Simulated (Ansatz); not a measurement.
Isolated molecules relaxed with PBE0-D4/def2-TZVP in Ansatz; ΔE leaves out vibrations. CCSD(T)/CBS adds triple-zeta CCSD(T) − MP2 to the extrapolated MP2 energy (def2 sets, frozen cores). DFT in def2-TZVPP. Each species was taken in one conformer, which may not be the lowest.

Consider the ligand exchange at the Si–C bond: `O[SiH2]C[SiH](O)Cl` + `O[SiH](O)O` → `O[SiH2]O[SiH](O)O` + `C[SiH](O)Cl`.

```
         level  ΔE (kJ/mol)
        PBE-D4        -93.0
CCSD/CBS(def2)       -110.3
```

What does CCSD(T)/CBS give? (Estimate.)

Computed: -106.7 kJ/mol. The listed levels differ from it by 13.7, -3.6 kJ/mol.

Largest T1 diagnostic among the species: 0.012.

In def2-TZVPP, CCSD(T) changes the Hartree–Fock value by +25.3 kJ/mol (the triples alone add +3.6 kJ/mol) and MP2 by +26.0 kJ/mol. The D4 term adds +5.8 kJ/mol with B3LYP and +3.2 kJ/mol with PBE0; it sums over pairs of atoms, weighted by their polarisabilities, and B3LYP, whose exchange is more repulsive, gets the larger term. From PBE to PBE0 (25 % exact exchange), in def2-TZVPP and without D4, ΔE moves by −4.3 kJ/mol.

B3LYP here is the variant with VWN-RPA as its local correlation; programs differ in this.
